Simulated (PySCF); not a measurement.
Bonds (- single, = double, # triple, : aromatic): C1-C2, C2-O3, O3-Si4, Si4-Si5, Si5-Si6, Si5-Si7. C1 carries H8, H9, H10; C2 carries H11, H12; Si4 carries H13, H14; Si5 carries H15; Si6 carries H16, H17, H18; Si7 carries H19, H20, H21.

Theoretical values (PySCF 2.14.0 with density-fitted response routines): GIAO PBE0/pcSseg-1 shieldings, geometry from GFN2-xTB. One averaged value for each set of equivalent atoms, non-relativistic, no solvent, one conformer.

**Question.** List the cross peaks expected in HSQC, COSY and HMBC spectra.

**Answer.** 

HSQC (one-bond C–H):
```tsv
δH	δC
3.93 (H11/H12)	65.3 (C2)
1.27 (H8/H9/H10)	18.3 (C1)
```

COSY cross peaks (H two or three bonds apart, from the bond graph; peaks can be absent where the dihedral angle is near 90°):
```tsv
δH	δH
5.47 (H13/H14)	2.97 (H15)
3.93 (H11/H12)	1.27 (H8/H9/H10)
3.65 (H16/H17/H18/H19/H20/H21)	2.97 (H15)
```

HMBC (two and three bonds, from the bond graph):
```tsv
δH	δC
5.47 (H13/H14)	65.3 (C2)
3.93 (H11/H12)	18.3 (C1)
1.27 (H8/H9/H10)	65.3 (C2)
```

δ = σ(ref) − σ, references computed at the same level: ¹H (σ = 31.72 ppm) and ¹³C (σ = 186.93 ppm) against TMS.

Short H···H contacts in this conformer between protons four or more bonds apart (candidates for NOE cross peaks, intensity ∝ r⁻⁶): H9···H14 2.64 Å.

Shifts are as computed. Against solution values, carbons near 30 ppm lie about +3 ppm off and those near 130 ppm about +5 ppm. Of 1309 compounds with measured shifts, 239 miss one by over three times the rms of a fit or turn the order of signals round; such compounds aren't used in these exercises.
